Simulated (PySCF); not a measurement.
Species: C4H6ClO2Si (doublet state).
Z-matrix (Å and degrees, GFN2-xTB geometry), rows numbered from 1:
```
C 
C   1  1.3193
C   2  1.4965  1  124.27
C   3  1.5520  2  110.94  1   121.10
O   4  1.3973  3  108.50  2   100.50
Si  5  1.6460  4  112.36  3    14.70
Cl  6  2.0174  5  111.00  4  -125.03
O   3  1.4117  2  109.38  1  -121.25
H   1  1.0776  2  121.68  3    -0.29
H   1  1.0761  2  121.76  3   179.97
H   2  1.0822  1  121.36  3  -178.81
H   3  1.0942  2  110.84  1    -2.66
H   4  1.0942  3  110.73  2  -140.21
H   4  1.0926  3  110.95  2   -18.68
```

The hyperfine couplings belong to this conformer and change with its torsions.

Identity: `C=C[C@H]1CO[Si](Cl)O1` [radical].

Computed, not measured: UKS B3LYP, pcH-1 on C Cl H O Si, non-relativistic, mean-field spin-orbit, GIAO in PySCF 2.14.0. Geometry: GFN2-xTB, one conformer, isolated molecule. Couplings are sensitive to structure, and on GFN2-xTB geometries they can be far from those on DFT ones, by a factor of two or more for some ions and for spin on atoms past the first row. Stability of the SCF solution: not tested.

Computed for the main isotopes (class means, splittings of 0.05 mT or more): g = 2.0009; Cl7 35Cl +62.9 MHz (2.25 mT); H14 1H +8.2 MHz (0.29 mT); 8 first-order lines, 7.04 mT wide.

Task: What changes when 35Cl at Cl7 is replaced by 37Cl?

Result: At a fixed geometry a is proportional to g_N: 0.45608/0.54792 = 0.8324, so a goes from +62.9 to +52.4 MHz (1.871 mT). Both isotopes have I = 3/2, so the 1:1:1:1 quartet keeps its form. The spectrum then has 8 first-order lines over 5.90 mT.

```
    -2.95    1 ##############################
    -2.66    1 ##############################
    -1.08    1 ##############################
    -0.79    1 ##############################
    +0.79    1 ##############################
    +1.08    1 ##############################
    +2.66    1 ##############################
    +2.95    1 ##############################
```
Columns: offset from centre (mT), relative intensity.

Task: What changes when 1H at H14 is replaced by 2H?

Result: Only the nuclear moment changes in this model. The ratio of g factors is 0.85744/5.58569 = 0.1535, so a goes from +8.2 to +1.3 MHz (0.045 mT). The spin goes from 1/2 to 1, so the 1:1 doublet becomes a 1:1:1 triplet. The spectrum then has 12 first-order lines over 6.83 mT, counting the new splitting although it is under 0.05 mT.

Task: Where do the 29Si satellites of Si6 appear, and how strong are they?

Result: a = -1104.0 MHz, or 39.42 mT in magnitude, and I = 1/2, so to first order each main line has two satellites, at ±19.71 mT. The isotope's abundance is about 4.7 %, shared among 2 lines, so each has 2.5 % of the main line's intensity. At 340 mT second-order shifts move them to lower field by up to 1.14 mT.

Task: Where do the 17O satellites of O8 appear, and how strong are they?

Result: a = -68.0 MHz, or 2.43 mT in magnitude, and I = 5/2, so to first order each main line has six satellites, at ±1.21, ±3.64, ±6.07 mT. The isotope's abundance is about 0.038 %, shared among 6 lines, so each has 0.0063 % of the main line's intensity. At 340 mT second-order shifts move them to lower field by up to 0.07 mT.

Main isotope only: 35Cl (natural samples also hold 24 % 37Cl, magnetic too, which adds its own pattern).

Hardware: one thread of an Arm Neoverse N1, shared host with 64 logical CPUs at a one-minute load of 51. Cost: 2.4 min of wall time (grids of density and orbitals included), 0.97 GiB resident at most.
